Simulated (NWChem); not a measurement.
C2H5O, doublet; SMILES C[CH]O

```xyz
8

C     -0.2116    -1.2221     0.0031
C      0.5160     0.0730    -0.0776
O     -0.2972     1.1817     0.0063
H      0.4696    -2.0540    -0.2058
H     -0.6615    -1.3986     0.9964
H     -1.0295    -1.2544    -0.7279
H      1.5161     0.1704     0.3488
H      0.2557     1.9770    -0.0146
```
Atoms are numbered in this order, from 1.

All runs: NWChem. Spin-unrestricted. Structure relaxed at the B3LYP/6-31G* (spherical d), spin-unrestricted level. No stability test was run on the SCF state. Total energies compare along this basis series because the functional is fixed.

```json
[
 {"level": "PBE/cc-pVDZ", "basis functions": "67", "energy (Ha)": "-154.1919", "highest occupied level (eV)": "-3.11", "lowest empty minus highest occupied level, either spin (eV)": "1.86", "dipole (D)": "1.24", "<S²>": "0.752"},
 {"level": "PBE/aug-cc-pVDZ", "basis functions": "114", "energy (Ha)": "-154.2126", "highest occupied level (eV)": "-3.55", "lowest empty minus highest occupied level, either spin (eV)": "1.80", "dipole (D)": "1.20", "<S²>": "0.753"},
 {"level": "PBE/cc-pVTZ", "basis functions": "160", "energy (Ha)": "-154.2486", "highest occupied level (eV)": "___", "lowest empty minus highest occupied level, either spin (eV)": "1.88", "dipole (D)": "1.23", "<S²>": "0.753"}
]
```

### Question
Fill in the missing entries.

### Answer

- PBE/cc-pVTZ, highest occupied level (eV): -3.40
